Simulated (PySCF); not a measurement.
C₅H₅F, SMILES C=C(F)C#CC. Atoms are numbered in the order given.

```xyz
11

C     -2.2275     0.1507     0.1989
C     -1.0361     0.3088    -0.3901
F     -0.9619     0.8993    -1.6005
C      0.2274    -0.0927     0.1360
C      1.3071    -0.4318     0.5772
C      2.6004    -0.8384     1.1069
H     -2.2949    -0.3254     1.1763
H     -3.1355     0.4977    -0.2970
H      2.7141    -1.9349     1.0837
H      2.7232    -0.5087     2.1517
H      3.4216    -0.4015     0.5159
```

Geometry optimised at B3LYP-D3(BJ)/def2-SVP.

These are PySCF with PBE/pcSseg-1 values and carry that method's errors.

GIAO shieldings, no solvent; atoms listed in one row are averaged. δ = σ(ref) − σ: ¹³C against TMS (σ = 182.0 ppm); ¹⁹F against CFCl3 (σ = 133.6 ppm); ¹H against TMS (σ = 31.49 ppm), references at their B3LYP-D3(BJ)/def2-TZVP geometries, non-relativistic.

Computed chemical shifts:
```
nucleus         atoms  count  δ (ppm)
-------  ------------  -----  -------
¹³C                C2      1    158.0
¹³C                C1      1    105.2
¹³C                C5      1     96.7
¹³C                C4      1     80.7
¹³C                C6      1      8.0
¹⁹F                F3      1   -105.7
¹H                 H8      1     5.33
¹H                 H7      1     5.13
¹H       H9, H10, H11      3     2.41
```
